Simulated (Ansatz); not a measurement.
The inner images of a band of C₂H₅OSi (9 atoms, charge 1, multiplicity 1) are given out of order.

Theory: RKS BLYP-D4/def2-SVP (Ansatz).

Initial state:

```xyz
9
Properties=species:S:1:pos:R:3
C -0.505 1.758 -1.068
C -0.170 0.533 -0.722
Si 0.897 -0.800 -0.281
O 0.361 -1.321 1.492
H 0.196 2.616 -1.038
H -1.534 1.976 -1.419
H 0.569 -2.093 -0.948
H 0.625 -0.808 2.289
H -0.438 -1.861 1.695
```

Final state:

```xyz
9
Properties=species:S:1:pos:R:3
C -0.509 1.755 -1.068
C -0.007 0.601 -0.684
Si 0.064 -1.147 -0.456
O 0.154 -1.406 1.448
H -1.553 1.888 -1.412
H 0.126 2.665 -1.063
H 1.387 -1.754 -0.775
H 0.974 -1.293 1.984
H -0.635 -1.309 2.027
```

Put them in order from the first end to the last, with their energies above the first end.
A.
```xyz
9
Properties=species:S:1:pos:R:3
C -0.577 1.749 -1.074
C -0.009 0.690 -0.522
Si 0.331 -1.021 -0.460
O -0.013 -1.415 1.379
H -1.299 1.673 -1.909
H -0.347 2.778 -0.735
H 1.672 -1.668 -0.538
H 0.471 -2.116 1.872
H -0.228 -0.669 1.986
```
B.
```xyz
9
Properties=species:S:1:pos:R:3
C -0.588 1.714 -1.118
C -0.204 0.514 -0.730
Si 0.937 -0.720 -0.239
O 0.339 -1.199 1.522
H 0.079 2.598 -1.117
H -1.623 1.885 -1.479
H 0.816 -2.072 -0.857
H 0.530 -2.059 1.961
H -0.287 -0.661 2.057
```
C.
```xyz
9
Properties=species:S:1:pos:R:3
C -0.540 1.720 -1.076
C -0.133 0.527 -0.699
Si 0.956 -0.775 -0.245
O 0.273 -1.312 1.476
H 0.100 2.624 -1.031
H -1.570 1.862 -1.465
H 0.715 -2.046 -0.990
H 0.853 -1.442 2.258
H -0.653 -1.157 1.772
```
D.
```xyz
9
Properties=species:S:1:pos:R:3
C -0.596 1.745 -1.061
C -0.316 0.703 -0.235
Si 0.615 -0.776 -0.392
O 0.226 -1.315 1.353
H -0.247 1.871 -2.102
H -1.235 2.566 -0.676
H 1.438 -2.041 -0.589
H 0.470 -2.108 1.890
H -0.354 -0.644 1.812
```
E.
```xyz
9
Properties=species:S:1:pos:R:3
C -0.602 1.739 -1.082
C -0.339 0.577 -0.489
Si 0.798 -0.726 -0.291
O 0.402 -1.184 1.502
H 0.115 2.255 -1.742
H -1.576 2.252 -0.967
H 1.061 -2.129 -0.728
H 0.501 -2.081 1.897
H -0.360 -0.703 1.899
```
F.
```xyz
9
Properties=species:S:1:pos:R:3
C -0.592 1.757 -1.063
C -0.127 0.736 -0.337
Si 0.444 -0.909 -0.433
O 0.074 -1.388 1.348
H -0.765 1.705 -2.151
H -0.821 2.736 -0.602
H 1.594 -1.861 -0.552
H 0.469 -2.119 1.879
H -0.275 -0.657 1.911
```
G.
```xyz
9
Properties=species:S:1:pos:R:3
C -0.547 1.749 -1.074
C 0.029 0.641 -0.649
Si 0.204 -1.098 -0.477
O 0.058 -1.423 1.414
H -1.542 1.773 -1.560
H -0.034 2.725 -0.962
H 1.572 -1.669 -0.637
H 0.781 -1.822 1.951
H -0.520 -0.875 1.994
```

C (+2.3 kJ/mol), B (+4.5 kJ/mol), E (+46.9 kJ/mol), D (+118.7 kJ/mol), F (+67.5 kJ/mol), A (+13.9 kJ/mol), G (+2.5 kJ/mol).

The run took 100 s on 1 thread of AMD EPYC 9R45 96-Core Processor (Zen 5), on a shared host, peak memory 0.13 GiB.
